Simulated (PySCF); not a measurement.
Isomers of C5H8O2, one GFN2-xTB conformer each. Single-point energies are computed at PBE0/pcSseg-1 (PySCF, gas phase, no added dispersion term), electronic only.

Question: Rank them by PBE0/pcSseg-1 energy, lowest first (kJ/mol).
A. `[CH3:1][O:2][C:3]1([CH:4]=[O:5])[CH2:6][CH2:7]1` with C1–O2–C3–C4 -78°, O2–C3–C4–O5 178°
B. `[CH3:1][O:2]/[CH:3]=[CH:4]\[CH2:5][CH:6]=[O:7]` with C1–O2–C3–C4 -171°, C3–C4–C5–C6 -100°, C4–C5–C6–O7 -128°
C. `[CH3:1][C:2](=[O:3])[C@H:4]1[CH2:5][CH2:6][O:7]1` with C1–C2–C4–C5 -115°

Answer: C (0.0), B (26.4), A (39.7).

As drawn, the lowest has a four-membered ring, which the highest lacks; the highest has a three-membered ring, which the lowest lacks. GFN2-xTB itself gives, in the same order: 0.0, 52.8, 41.5. Both levels put the same isomer lowest; measured from each level's own lowest isomer, the values differ by up to 26.4 kJ/mol (CO/C=C\CC=O: 52.8 against 26.4).

Which frontier levels, dipoles and rotational constants go with these structures?

| SMILES | HOMO (eV, PBE0/pcSseg-1) | LUMO (eV) | dipole (D) | A, B, C (MHz) |
| --- | --- | --- | --- | --- |
| CC(=O)[C@H]1CCO1 | -6.95 | -0.51 | 2.26 | 5016, 2155, 1700 |
| CO/C=C\CC=O | -6.63 | -0.54 | 4.77 | 8075, 1108, 1038 |
| COC1(C=O)CC1 | -7.25 | -0.84 | 2.59 | 3960, 2334, 1777 |

As an exercise, what shares would exp(−E/RT) give at 2000 K from these electronic energies alone (no entropy, no degeneracies)?

RT = 16.629 kJ/mol: CC(=O)[C@H]1CCO1 77.1 %, CO/C=C\CC=O 15.8 %, COC1(C=O)CC1 7.1 %.
